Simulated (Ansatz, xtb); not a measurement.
Two structures of AlCuH4OS

Structure I: a singlet given by its coordinates. Structure II: a singlet given by its coordinates. Both are isolated molecules in the gas phase, relaxed with r2SCAN-D4/def2-SVP.

I (Å):

```xyz
8

Al   -0.0653    0.5557   -0.2403
Cu   -1.6842    0.7613    1.3991
O    -0.5701   -0.3690   -1.5966
S    -0.2747   -0.9217    1.7550
H    -1.0217   -1.8268    1.0739
H     1.2815    1.3887   -0.1912
H    -0.0367   -0.5432   -2.3757
H    -1.5164    1.7197    0.1584
```

Close contacts (Å): Al1–Cu2 2.31, Al1–O3 1.72, Al1–S4 2.49, Cu2–S4 2.22, Al1–H6 1.58, Al1–H8 1.90, Cu2–H8 1.58, O3–H7 0.96, S4–H5 1.36.

II (Å):

| atom | x (Å) | y (Å) | z (Å) |
| --- | --- | --- | --- |
| Al | 0.0658 | 1.1841 | 1.8872 |
| Cu | -1.6612 | 1.4152 | 3.4105 |
| O | 0.8665 | 2.4994 | 1.1520 |
| S | -2.3849 | 1.0893 | 1.3390 |
| H | 0.6473 | 3.4325 | 1.1411 |
| H | -0.1437 | 1.5388 | 3.7857 |
| H | -2.4338 | -0.2642 | 1.4017 |
| H | 0.6981 | -0.2522 | 1.7092 |

Close contacts (Å): Al1–Cu2 2.31, Al1–O3 1.71, Al1–S4 2.51, Cu2–S4 2.22, Al1–H6 1.94, Al1–H8 1.58, Cu2–H6 1.57, O3–H5 0.96, S4–H7 1.36.

Problem. Estimate which is lower in electronic energy at CCSD(T)/def2-SVP + ΔMP2/def2-TZVPP, and by roughly how much.

Solution. Too close to call at this level: CCSD(T)/def2-SVP + ΔMP2/def2-TZVPP gives E(II) − E(I) = +0.54 kcal/mol.

How the difference moves with the method:

```json
{"level": "r2SCAN-D4/def2-SVP", "geometry": "r2SCAN-D4/def2-SVP", "E(II) − E(I) (kcal/mol)": "+0.41", "departure from the last row (kcal/mol)": "−0.13", "job, with rough time for the two": "optimisation, 2.5 min"}
{"level": "HF/def2-SVP", "geometry": "r2SCAN-D4/def2-SVP", "E(II) − E(I) (kcal/mol)": "+2.02", "departure from the last row (kcal/mol)": "+1.48", "job, with rough time for the two": "part of the CCSD(T) run"}
{"level": "MP2/def2-SVP", "geometry": "r2SCAN-D4/def2-SVP", "E(II) − E(I) (kcal/mol)": "+0.93", "departure from the last row (kcal/mol)": "+0.39", "job, with rough time for the two": "part of the CCSD(T) run"}
{"level": "CCSD(T)/def2-SVP", "geometry": "r2SCAN-D4/def2-SVP", "E(II) − E(I) (kcal/mol)": "+1.10", "departure from the last row (kcal/mol)": "+0.56", "job, with rough time for the two": "single point"}
{"level": "CCSD(T)/def2-SVP + ΔMP2/def2-TZVPP", "geometry": "r2SCAN-D4/def2-SVP", "E(II) − E(I) (kcal/mol)": "+0.54", "departure from the last row (kcal/mol)": "", "job, with rough time for the two": "single point, 34 s"}
```

The largest departure from CCSD(T)/def2-SVP + ΔMP2/def2-TZVPP is that of HF/def2-SVP, 1.48 kcal/mol. Levels run at GFN2-xTB geometries aren't shown. The last row adds to CCSD(T) the change of the MP2 difference between the two basis sets, here −0.56 kcal/mol.

With harmonic frequencies from r2SCAN-D4/def2-SVP (ideal gas, rigid rotor, one conformer each, 298.15 K, 1 atm): on the last row, ΔE + ΔZPE = +0.60, ΔH = +0.54, ΔG = +0.91 kcal/mol.

The correlated steps freeze 16 core orbitals; the last core shell of Cu is correlated, in a basis made for valence electrons. Programs: Ansatz 0.2.0; the last row on 2 threads of Intel(R) Xeon(R) Processor @ 2.70GHz on a shared host.
